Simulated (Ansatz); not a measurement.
Born–Oppenheimer molecular dynamics of C₂H₃NTe (7 atoms, charge 0, multiplicity 1). It starts from a relaxed structure.

Computed with RKS PBE0/def2-SVP (Ansatz).

```yaml
ensemble: NVE (velocity Verlet)
time_step: 0.5 fs
steps_asked: 300
starting_velocities_drawn_for: 300 K
seed: 169205
```

Frames 1 fs apart, positions in Å, forces in eV/Å.

Velocities at 105.0 fs (Å/ps):

```
C -1.88 -1.68 -3.06
N -0.67 -0.76 1.09
C 5.57 2.83 0.76
Te -0.05 0.14 0.02
H 3.98 4.43 1.58
H -5.17 -19.59 15.85
H -27.16 -6.06 -7.19
```

```xyz
7
Properties=species:S:1:pos:R:3:forces:R:3 time_fs=105.0 energy_less_start_eV=0.078 T=179
C -0.788 0.631 -0.620 -2.04 -0.27 -0.66
N 0.226 0.928 0.037 2.01 -0.42 1.04
C 0.732 -0.373 0.475 -0.22 0.36 0.59
Te -1.004 -1.476 -0.446 0.38 -0.03 0.08
H -1.510 1.333 -1.051 0.09 0.19 -0.24
H 0.785 -0.477 1.590 -0.16 0.10 -0.66
H 1.700 -0.655 0.037 -0.06 0.07 -0.14
7
Properties=species:S:1:pos:R:3:forces:R:3 time_fs=106.0 energy_less_start_eV=0.088 T=165
C -0.791 0.630 -0.623 -1.67 -0.23 -0.41
N 0.226 0.927 0.038 1.76 -0.45 0.90
C 0.737 -0.371 0.476 -1.05 0.39 1.17
Te -1.004 -1.475 -0.446 0.36 -0.03 0.06
H -1.506 1.339 -1.050 0.04 0.19 -0.27
H 0.779 -0.496 1.602 -0.11 0.22 -1.05
H 1.674 -0.661 0.029 0.66 -0.10 -0.40
7
Properties=species:S:1:pos:R:3:forces:R:3 time_fs=107.0 energy_less_start_eV=0.095 T=154
C -0.795 0.628 -0.627 -1.16 -0.12 -0.09
N 0.227 0.925 0.040 1.35 -0.49 0.65
C 0.742 -0.367 0.478 -1.63 0.38 1.36
Te -1.004 -1.475 -0.446 0.32 -0.02 0.04
H -1.501 1.346 -1.053 0.02 0.17 -0.28
H 0.773 -0.512 1.604 -0.03 0.30 -1.12
H 1.654 -0.667 0.017 1.13 -0.21 -0.56
7
Properties=species:S:1:pos:R:3:forces:R:3 time_fs=108.0 energy_less_start_eV=0.082 T=175
C -0.800 0.626 -0.630 -0.61 0.04 0.25
N 0.229 0.924 0.043 0.83 -0.53 0.34
C 0.745 -0.364 0.481 -1.70 0.26 1.00
Te -1.004 -1.475 -0.446 0.28 -0.02 0.02
H -1.496 1.355 -1.058 0.03 0.10 -0.26
H 0.765 -0.526 1.596 0.05 0.33 -0.88
H 1.644 -0.676 0.000 1.11 -0.19 -0.48
7
Properties=species:S:1:pos:R:3:forces:R:3 time_fs=109.0 energy_less_start_eV=0.062 T=205
C -0.805 0.624 -0.634 -0.06 0.24 0.57
N 0.232 0.922 0.045 0.29 -0.55 0.02
C 0.747 -0.360 0.485 -1.30 0.02 0.11
Te -1.004 -1.475 -0.446 0.24 -0.01 0.01
H -1.491 1.364 -1.065 0.06 0.00 -0.22
H 0.759 -0.537 1.579 0.13 0.30 -0.33
H 1.644 -0.687 -0.022 0.65 -0.01 -0.16
7
Properties=species:S:1:pos:R:3:forces:R:3 time_fs=110.0 energy_less_start_eV=0.070 T=192
C -0.811 0.622 -0.637 0.44 0.44 0.84
N 0.235 0.920 0.048 -0.23 -0.53 -0.29
C 0.748 -0.356 0.489 -0.73 -0.23 -1.04
Te -1.004 -1.475 -0.446 0.19 -0.01 -0.01
H -1.485 1.374 -1.074 0.11 -0.11 -0.16
H 0.753 -0.545 1.560 0.19 0.21 0.39
H 1.651 -0.697 -0.045 0.04 0.23 0.27
7
Properties=species:S:1:pos:R:3:forces:R:3 time_fs=111.0 energy_less_start_eV=0.109 T=133
C -0.816 0.620 -0.639 0.86 0.62 1.06
N 0.238 0.917 0.051 -0.69 -0.49 -0.56
C 0.748 -0.352 0.492 -0.25 -0.45 -2.05
Te -1.004 -1.475 -0.446 0.15 -0.01 -0.02
H -1.478 1.383 -1.085 0.15 -0.21 -0.10
H 0.750 -0.551 1.544 0.24 0.11 1.03
H 1.658 -0.706 -0.065 -0.46 0.43 0.63
7
Properties=species:S:1:pos:R:3:forces:R:3 time_fs=112.0 energy_less_start_eV=0.145 T=78
C -0.820 0.619 -0.641 1.20 0.73 1.21
N 0.240 0.914 0.053 -1.05 -0.40 -0.78
C 0.749 -0.349 0.493 0.02 -0.65 -2.48
Te -1.004 -1.475 -0.446 0.12 -0.01 -0.03
H -1.470 1.389 -1.097 0.16 -0.28 -0.04
H 0.748 -0.556 1.538 0.27 0.07 1.28
H 1.661 -0.710 -0.080 -0.72 0.54 0.84
7
Properties=species:S:1:pos:R:3:forces:R:3 time_fs=113.0 energy_less_start_eV=0.149 T=71
C -0.824 0.619 -0.641 1.46 0.77 1.29
N 0.241 0.911 0.054 -1.30 -0.27 -0.94
C 0.749 -0.346 0.493 0.04 -0.85 -2.16
Te -1.003 -1.474 -0.446 0.09 -0.02 -0.04
H -1.460 1.393 -1.109 0.14 -0.31 -0.01
H 0.749 -0.560 1.543 0.28 0.13 0.98
H 1.657 -0.709 -0.086 -0.71 0.53 0.87
7
Properties=species:S:1:pos:R:3:forces:R:3 time_fs=114.0 energy_less_start_eV=0.130 T=100
C -0.826 0.619 -0.641 1.62 0.74 1.32
N 0.242 0.907 0.055 -1.43 -0.10 -1.03
C 0.749 -0.344 0.491 -0.18 -1.00 -1.28
Te -1.003 -1.474 -0.446 0.06 -0.03 -0.05
H -1.449 1.395 -1.122 0.08 -0.28 0.01
H 0.753 -0.563 1.558 0.28 0.26 0.32
H 1.646 -0.703 -0.085 -0.43 0.42 0.70
7
Properties=species:S:1:pos:R:3:forces:R:3 time_fs=115.0 energy_less_start_eV=0.116 T=121
C -0.827 0.620 -0.639 1.67 0.64 1.27
N 0.242 0.904 0.056 -1.44 0.08 -1.05
C 0.749 -0.343 0.488 -0.61 -1.06 -0.18
Te -1.003 -1.474 -0.446 0.05 -0.05 -0.05
H -1.438 1.393 -1.134 0.01 -0.22 0.01
H 0.760 -0.564 1.576 0.25 0.39 -0.38
H 1.631 -0.693 -0.076 0.07 0.21 0.37
7
Properties=species:S:1:pos:R:3:forces:R:3 time_fs=116.0 energy_less_start_eV=0.119 T=117
C -0.827 0.621 -0.637 1.60 0.50 1.14
N 0.240 0.900 0.055 -1.33 0.27 -0.99
C 0.748 -0.343 0.484 -1.13 -1.00 0.81
Te -1.003 -1.474 -0.446 0.04 -0.06 -0.04
H -1.426 1.390 -1.146 -0.07 -0.13 0.01
H 0.769 -0.560 1.591 0.20 0.46 -0.89
H 1.618 -0.681 -0.065 0.68 -0.04 -0.04
```

Of the whole run (150 fs, mean temperature of the second half 149 K): The conserved energy stayed within 0.21 meV per atom of its start (net change 0.098 meV per atom), so the integration is sound. The temperature averaged 0.50 of the 300 K drawn at the start: a run that starts near a minimum puts about half its kinetic energy into the potential. A run of 0.15 ps of so small a system gives no equilibrium averages.

Run time: 13 min on 1 thread of Arm Neoverse V1, with other jobs on the host, peak memory 0.15 GiB.
